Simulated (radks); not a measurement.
Results of a calculation; reference values are marked as such.
The fluorine anion F-, [Ne], held by a Watson sphere: a shell of charge +1 at radius R that stands for the Madelung well of a crystal (potential energy -1/R inside, -1/r outside, in hartree with lengths in bohr). Code: a radial shooting solver on a logarithmic mesh with Libxc functionals. Model: scalar-relativistic Kohn-Sham, LDA (Slater exchange, Perdew-Wang correlation), spin-polarised, spherical densities, finite nucleus; Fermi nuclear charge, rms radius of each element as measured or else 0.836 A^(1/3) + 0.57 fm. Response by self-consistent Sternheimer equations with the Hartree and adiabatic LDA kernel, the relativistic mass of each level held fixed and spin-orbit coupling left out. The sphere does not respond.

R (bohr)  e(1s) (eV)  e(2s) (eV)  e(2p) (eV)  <r> 2p (bohr)  sum of <r^2> (bohr^2)  X-ray form factor at sin(theta)/lambda = 0.1 1/angstrom  alpha (bohr^3)
1.92         -654.42     -27.553      -9.508          1.213                  14.81                                                    9.019           7.461
2.34         -653.71     -26.258      -8.326          1.244                  15.65                                                    8.976           9.295
2.38         -653.64     -26.149      -8.223          1.246                  15.72                                                    8.972           9.476
2.44         -653.53     -25.988      -8.071          1.250                  15.83                                                    8.967           9.750
3.44         -651.85     -23.885      -6.018          1.290                  17.14                                                    8.910           14.41
